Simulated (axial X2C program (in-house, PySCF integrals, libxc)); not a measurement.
## Which molecule gave these maps?

PBE0 fields computed with an axial X2C code built on PySCF integrals, with spin–orbit coupling, near the equilibrium distance, one atom at z = 0.

The maps cover the half plane through the axis: z from -2.4 to 3.6 Å along the bond, ρ from 0.15 to 2.25 Å away from it.

log10 of the density in e/bohr³:

```
 ρ\z  -2.4  -1.8  -1.2  -0.6   0.0   0.6   1.2   1.8   2.4   3.0   3.6
0.15  -4.3  -3.2  -2.0  -0.3   1.4  -0.3  -0.8  -1.0  -2.1  -3.3  -4.3
0.45  -4.3  -3.2  -2.1  -0.7   0.2  -0.7  -1.1  -1.4  -2.3  -3.4  -4.4
0.75  -4.4  -3.4  -2.3  -1.3  -0.8  -1.2  -1.5  -1.8  -2.6  -3.5  -4.5
1.05  -4.6  -3.6  -2.7  -1.9  -1.5  -1.7  -1.9  -2.3  -2.9  -3.8  -4.7
1.35  -4.8  -3.9  -3.0  -2.4  -2.1  -2.2  -2.4  -2.7  -3.3  -4.0  -4.9
1.65  -5.0  -4.2  -3.4  -2.9  -2.6  -2.7  -2.8  -3.2  -3.7  -4.4  -5.2
1.95  -5.3  -4.5  -3.8  -3.4  -3.1  -3.2  -3.3  -3.6  -4.1  -4.8  -5.5
2.25  -5.6  -4.9  -4.3  -3.8  -3.6  -3.6  -3.8  -4.1  -4.5  -5.2  -5.9
```

Electron localisation function (collinear form, no current term, damped to 0 at low density):

```
 ρ\z  -2.4  -1.8  -1.2  -0.6   0.0   0.6   1.2   1.8   2.4   3.0   3.6
0.15  0.00  0.01  0.04  0.52  0.59  0.44  0.98  1.00  1.00  0.44  0.00
0.45  0.00  0.01  0.04  0.36  0.76  0.28  0.95  1.00  1.00  0.29  0.00
0.75  0.00  0.01  0.05  0.18  0.33  0.17  0.87  1.00  0.98  0.11  0.00
1.05  0.00  0.01  0.04  0.10  0.13  0.16  0.74  0.97  0.88  0.02  0.00
1.35  0.00  0.00  0.03  0.08  0.10  0.18  0.58  0.87  0.38  0.00  0.00
1.65  0.00  0.00  0.02  0.06  0.09  0.15  0.38  0.43  0.04  0.00  0.00
1.95  0.00  0.00  0.01  0.03  0.05  0.09  0.13  0.04  0.00  0.00  0.00
2.25  0.00  0.00  0.00  0.01  0.02  0.02  0.01  0.00  0.00  0.00  0.00
```

Axial spin density in 10⁻³ e/bohr³:

```
 ρ\z  -2.4  -1.8  -1.2  -0.6    0.0   0.6   1.2  1.8  2.4  3.0  3.6
0.15   0.0   0.0   1.5  94.6  824.2  80.5  -8.3  0.6  0.3  0.1  0.0
0.45   0.0   0.0   1.0  34.0  247.8  28.8  -1.5  0.8  0.3  0.1  0.0
0.75   0.0   0.0   0.7  11.9   51.1  13.8   1.7  0.8  0.2  0.0  0.0
1.05   0.0   0.0   0.5   4.7   13.9   6.8   1.7  0.5  0.1  0.0  0.0
1.35   0.0   0.0   0.3   1.9    4.4   2.9   1.0  0.3  0.1  0.0  0.0
1.65   0.0   0.0   0.1   0.7    1.4   1.1   0.5  0.1  0.0  0.0  0.0
1.95   0.0   0.0   0.1   0.2    0.5   0.4   0.2  0.1  0.0  0.0  0.0
2.25   0.0   0.0   0.0   0.1    0.2   0.1   0.1  0.0  0.0  0.0  0.0
```

Question: Which molecule is it?
A. CoH⁺
B. GaSi
C. GaF⁻
D. Ga₂

Answer: A. CoH⁺, with Co at z = 0 and H at z = 1.514 Å, state Ω = 9/2 (⟨Sz⟩ = 1.50, ⟨Lz⟩ = 3.00 at PBE0), basis Co dyall-cv3z [9s10p6d3f2g], H dyall-v3z [6s2p1d] (cores contracted in-house). The state is a single determinant with fixed occupations, the lowest that a limited PBE0 search found. Density functionals use the spin component along the axis (collinear). Without a current term, density functionals place determinants with orbital angular momentum somewhat too high. With several unpaired electrons one determinant need not be a pure state. A state of lower Ω lies just above, and one determinant can place such states too high, so the state shown need not be the lowest. The search has Ω = 3/2 only 0.01 eV up. The lowest spin-free determinant has another configuration (M_S = 3/2, Λ = 0), so the order of states is uncertain and this need not be the ground state.
